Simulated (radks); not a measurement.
Task: Species: the selenium ion Se4.5+. Configuration: [Ar] 3d10 4p(up 0.5, down 0.5) 4s(up 0.5, down 0) (fractional occupations, a model configuration). Calculated with a radial shooting solver on a logarithmic mesh with Libxc functionals: non-relativistic Kohn-Sham, r2SCAN, spin-polarised, spherical densities, point nucleus; meta-GGA in the generalised Kohn-Sham scheme. Some entries of the table are withheld. Estimate them.

orbital,occ.,eigenvalue (eV),<r^2> (bohr^2),<r> (bohr)
1s up,1,-12396.72,0.002713,0.04500
1s down,1,-12396.67,0.002713,0.04500
2s up,1,-1636.813,0.04699,0.1998
2s down,1,-1636.794,0.04700,0.1998
2p up,3,-1474.032,0.03648,0.1728
2p down,3,-1473.999,0.03648,0.1728
3s up,1,-273.1407,0.3905,0.5829
3s down,1,-273.0511,0.3903,0.5828
3p up,3,-216.4184,0.4100,0.5919
3p down,3,-216.3130,0.4094,0.5916
3d up,5,-116.5226,(1),(2)
3d down,5,-116.3599,(3),(4)
4s up,0.5,-68.7899,2.849,1.592
4s down,0,-67.0395,2.866,1.596
4p up,0.5,-55.1338,3.468,1.753
4p down,0.5,-53.7318,3.553,1.773

Result: 
(1) 3d up <r^2> (bohr^2): 0.4728
(2) 3d up <r> (bohr): 0.6183
(3) 3d down <r^2> (bohr^2): 0.4694
(4) 3d down <r> (bohr): 0.6166
